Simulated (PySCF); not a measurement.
Ni(CO) (CNiO), SMILES [O+]#[C-]->[Ni], multiplicity 1. Heavy atoms are numbered as in [Ni:1]<-[C-:3]#[O+:2].

Geometry: PBE0-D3(BJ)/def2-TZVP. The multiplicity is an assumed one; other spin states were not compared.

Method: PBE/pcSseg-2 run with PySCF.

GIAO shieldings, no solvent; atoms alike by connectivity are averaged. δ = σ(ref) − σ: ¹⁷O against H2O (σ = 327.5 ppm); ¹³C against TMS (σ = 181.4 ppm), references at their B3LYP-D3(BJ)/def2-TZVP geometries, non-relativistic.

| nucleus | atoms | count | δ (ppm) |
|---|---|---|---|
| ¹⁷O | O2 | 1 | 347.9 |
| ¹³C | C3 | 1 | 194.0 |
